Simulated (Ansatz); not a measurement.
Results of the Gaussian-basis code of Ansatz.

A structure relaxed at PBE0-D4/def2-TZVP, charge 0, multiplicity 1:

Cartesian coordinates in Å:
```
F 0.030 1.943 0.427
Zr -0.102 0.096 0.116
F -1.465 -0.603 1.203
I -0.703 -0.343 -2.477
I 2.240 -1.093 0.731
```

Question: Give its formula and SMILES.

Answer: F2I2Zr, `[F][Zr]([F])([I])[I]`.

Question: Point group (tolerance 0.08 Å, 0.16 Å for H)?

Answer: C2v.

Question: Summarise the bond lengths by kind.

Answer: 2 × F–Zr 1.878 Å; 2 × I–Zr 2.698 Å.
